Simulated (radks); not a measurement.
Results of a calculation; reference values are marked as such.
Spherical jellium clusters: N electrons in a uniform positive sphere of charge N and radius rs N^(1/3), rs = 5.2 bohr. Level of theory: non-relativistic Kohn-Sham, LDA (Slater exchange, Perdew-Wang correlation), spin-polarised, spherical densities (a radial shooting solver with Libxc functionals). Levels are named by radial order and angular momentum (1s, 1p, 1d, 2s, ...), and open shells are averaged over m.

N = 17, configuration 1s2 1p6 1d(up 5, down 4). This is the lowest configuration that the search found. Occupied and some empty levels:

level,occupation,eigenvalue (eV),<r> (bohr)
1s up,1,-3.7184,8.182
1s down,1,-3.6739,8.091
1p up,3,-3.1933,9.783
1p down,3,-3.1372,9.771
1d up,5,-2.5430,10.83
1d down,4,-2.4852,10.85
2s up,0,-2.2621,8.691
2s down,0,-2.2376,8.749
1f up,0,-1.7811,11.73
1f down,0,-1.7261,11.77
2p up,0,-1.3449,10.63
2p down,0,-1.3166,10.66

Energy (eV): total -30.7657, kinetic 18.509, external -701.75, Hartree 349.56, exchange-correlation -49.981, background 352.90.

Electron density:

r (bohr),n(r) (e/bohr^3)
0.421,0.0008259
1.48,0.0008758
2.54,0.0009860
3.60,0.001161
4.66,0.001394
5.71,0.001664
6.77,0.001925
7.83,0.002113
8.89,0.002150
9.95,0.001973
11.0,0.001587
12.1,0.001090
13.1,0.0006368
14.2,0.0003190
15.2,0.0001438
16.3,0.00006020
17.4,0.00002397
18.4,9.201e-06
19.5,3.449e-06
20.5,1.284e-06
